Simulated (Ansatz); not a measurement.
The cluster Ag3Te4⁺. Total charge 1; singlet. Geometry PBE-D4/def2-SVP, basis def2-TZVP, Ansatz.

```xyz
7

Ag    0.108    1.776   -1.546
Ag    1.811    0.325    0.581
Ag   -0.234   -1.802    1.506
Te   -1.024   -0.823   -1.713
Te    1.361   -2.020   -0.733
Te   -2.007    0.280    0.739
Te   -0.015    2.264    1.166
```

```
run  HOMO (eV)  LUMO (eV)
  A     -10.01      -6.92
  B      -8.97      -7.55
  C      -9.64      -7.28
  D      -9.31      -7.60
  E      -9.14      -7.66
```

In the def2 sets Ag, Te take a core potential; there is no spin–orbit coupling. HSE06 is defined as in plane-wave codes, on full-range PBE exchange. The structure comes from a short search, and lower isomers may exist.

Problem. The runs used BLYP, HSE06, PBE, PBE0, r2SCAN. Estimate which is which.

Solution. A PBE0 (25 % exact exchange); B BLYP (0 % exact exchange); C HSE06 (range-separated); D r2SCAN (0 % exact exchange); E PBE (0 % exact exchange). Exact exchange lowers occupied and raises empty levels; among semilocal functionals meta-GGAs tend to open the gap a little, and such runs are hard to tell apart. The gap grows from 1.42 eV (BLYP) to 3.09 eV (PBE0).
